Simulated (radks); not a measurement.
Results of a calculation; reference values are marked as such.
Task: The manganese ion Mn2.75+, configuration [Ar] 3d2.75 4p1.5 (fractional occupations, a model configuration). Code: a radial shooting solver on a logarithmic mesh with Libxc functionals. Model: scalar-relativistic Kohn-Sham, PBE, spin-unpolarised, spherical densities, finite nucleus; Fermi nuclear charge, rms radius 3.7057 fm. Some entries of the table are withheld. Estimate them.

| orbital | occ. | eigenvalue (eV) | r(max) (bohr) | <r> (bohr) |
|---|---|---|---|---|
| 1s | 2 | (1) | 0.03987 | 0.06091 |
| 2s | 2 | -792.4877 | 0.2325 | 0.2794 |
| 2p | 6 | -678.5748 | (2) | (3) |
| 3s | 2 | -130.6726 | 0.7294 | 0.8322 |
| 3p | 6 | (4) | 0.7411 | 0.8698 |
| 3d | 2.75 | (5) | 0.7164 | 0.9716 |
| 4p | 1.5 | -24.9130 | 2.294 | 2.554 |

Result: 
(1) 1s eigenvalue (eV): -6476.249
(2) 2p r(max) (bohr): 0.1884
(3) 2p <r> (bohr): 0.2471
(4) 3p eigenvalue (eV): -98.7851
(5) 3d eigenvalue (eV): -48.9175
